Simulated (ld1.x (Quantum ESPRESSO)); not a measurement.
# What the settings do to the ultrasoft potential of neodymium

Base potential:

```
Element                 : Nd (Z = 60)
Generator               : ld1.x (Quantum ESPRESSO) 7.5
Type                    : ultrasoft
Functional              : BLYP
Relativity              : scalar-relativistic
Frozen core             : [Kr] 4d10
Valence charge          : 14
Reference configuration : 4f3 5s2 5p6 5d1 6s2 6p0
Partial waves           : 5s (bound): rcut 2.20, rcutus 2.75 bohr; 6s (bound): rcut 2.20, rcutus 2.75 bohr; 5p (bound): rcut 2.55, rcutus 2.75 bohr; 6p (bound, empty): rcut 2.55, rcutus 2.75 bohr; 5d (bound): rcut 2.05, rcutus 2.65 bohr; 5d channel at 0.15 Ry: rcut 2.05, rcutus 2.65 bohr; 4f (bound): rcut 1.30, rcutus 1.40 bohr; 4f channel at 2.75 Ry: rcut 1.30, rcutus 1.40 bohr
Local potential         : all-electron potential smoothed inside 1.15 bohr (lloc = -1)
Core correction         : Bessel-smoothed model core inside 0.65 bohr
Augmentation charge     : PSQ, radius 1.35 bohr
```

All-electron outer shells of the reference configuration (BLYP, scalar-relativistic, ld1.x):

| shell | level (eV) | outermost node (bohr) | outermost maximum (bohr) |
| --- | --- | --- | --- |
| 4p | -232.35 | 0.32 | 0.59 |
| 4d | -122.82 | 0.29 | 0.62 |
| 5s | -43.47 | 0.72 | 1.31 |
| 5p | -24.42 | 0.77 | 1.46 |
| 4f | -6.67 | – | 0.65 |
| 6s | -3.72 | 1.74 | 3.55 |
| 5d | -2.75 | 0.87 | 2.10 |
| 6p | -1.20 | 2.07 | 4.86 |

Cutoffs, loose and tight: the cutoffs (Ry, on a coarse ladder) from which the occupation-weighted sum of valence levels, in a spherical-Bessel basis at the reference potential, stays within 10 and 1 mRy of its value at 400 Ry. They do not see the model core or the augmentation charge, which bear on the density cutoff. Test errors are all-electron minus pseudo excitation energies from the reference, over the configurations 4f4 5s2 5p6 5d0 6s2 6p0; 4f4 5s2 5p6 5d0 6s1 6p0; 4f4 5s2 5p6 5d0 6s0 6p0; 4f4 5s2 5p6 5d0 6s1 6p1; 4f3 5s2 5p6 5d0 6s2 6p0; 4f3 5s2 5p6 5d0 6s0 6p0; 4f2 5s2 5p6 5d0 6s0 6p0. A dash means not determined; rows that change the core or the reference have their own tests. The largest error is taken over the tests solved by every variant that gives reliable tests at all: 4f3 5s2 5p6 5d0 6s0 6p0; 4f3 5s2 5p6 5d0 6s2 6p0; 4f4 5s2 5p6 5d0 6s0 6p0; 4f4 5s2 5p6 5d0 6s1 6p0; 4f4 5s2 5p6 5d0 6s1 6p1.

A true bound ghost makes a file unfit for plane-wave use even where its test errors are small: the radial tests pick states by their node count and pass the ghost by. Where a test does run into it, the solver fails or the error is huge.

Cutoffs are not given where the Bessel-basis levels miss the radial ones by over 6 mRy, ghosts where they miss by over 20 mRy; a channel whose overlap is not positive is not tested.

A file whose overlap is not positive is unfit for use, and its test errors describe a broken file.

| change | outcome | bound ghosts | largest test error (meV) |
| --- | --- | --- | --- |
| base | generated, overlap not positive | not determined (overlap not positive) | -1530 |
| waves 5s (bound): rcut 1.62, rcutus 1.72 bohr; 6s (bound): rcut 1.62, rcutus 1.72 bohr | generated, overlap not positive | s (p not tested, overlap not positive) | -1596 |
| waves 5s (bound): rcut 2.04, rcutus 2.16 bohr; 6s (bound): rcut 2.04, rcutus 2.16 bohr | generated, overlap not positive | not determined (overlap not positive) | -1449 |
| waves 5s (bound): rcut 2.20, rcutus 2.46 bohr; 6s (bound): rcut 2.20, rcutus 2.46 bohr | generated, overlap not positive | not determined (overlap not positive) | -1794 |
| waves 5s (bound): rcut 2.20, rcutus 2.66 bohr; 6s (bound): rcut 2.20, rcutus 2.66 bohr | generated, overlap not positive | not determined (overlap not positive) | -1535 |
| waves 5s (bound): rcut 2.20, rcutus 2.96 bohr; 6s (bound): rcut 2.20, rcutus 2.96 bohr | generated, overlap not positive | not determined (overlap not positive) | -1517 |
| waves 5s (bound): rcut 2.20, rcutus 3.26 bohr; 6s (bound): rcut 2.20, rcutus 3.26 bohr | generated, overlap not positive | not determined (overlap not positive) | test run stopped at test 1 of 7 (negative rho) |
| waves 5s (bound): rcut 2.20, rcutus 3.58 bohr; 6s (bound): rcut 2.20, rcutus 3.58 bohr | generated, overlap not positive | not determined (overlap not positive) | test run stopped at test 1 of 7 (negative rho) |
| waves 5s (bound): rcut 2.20, rcutus 3.78 bohr; 6s (bound): rcut 2.20, rcutus 3.78 bohr | generated, overlap not positive | not determined (overlap not positive) | test run stopped at test 1 of 7 (negative rho) |
| waves 5s (bound): rcut 2.20, rcutus 4.04 bohr; 6s (bound): rcut 2.20, rcutus 4.04 bohr | generated, overlap not positive | not determined (overlap not positive) | test run stopped at test 1 of 7 (negative rho) |

Reading the sweep of the s radius (base included, trends over the rows without a ghost): Bound ghosts are found at 1.72 bohr. Every judged row has one, so this setting neither creates nor removes them.
